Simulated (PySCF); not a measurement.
These are PBE-D3(BJ)/def2-TZVP // B3LYP-D3(BJ)/def2-TZVP (PySCF) values and carry that method's errors. Isolated molecules, 0 K electronic values unless said otherwise. 

Reference species (SMILES): `Br[B]Br` (neutral, multiplicity 2).

The dipole moment comes out as 0.53 D.

Changed species: `[BH2]` (radical fragment; the reference has radical fragment).

Task: What does the change do to the dipole moment?

Result: the dipole moment stays essentially unchanged.
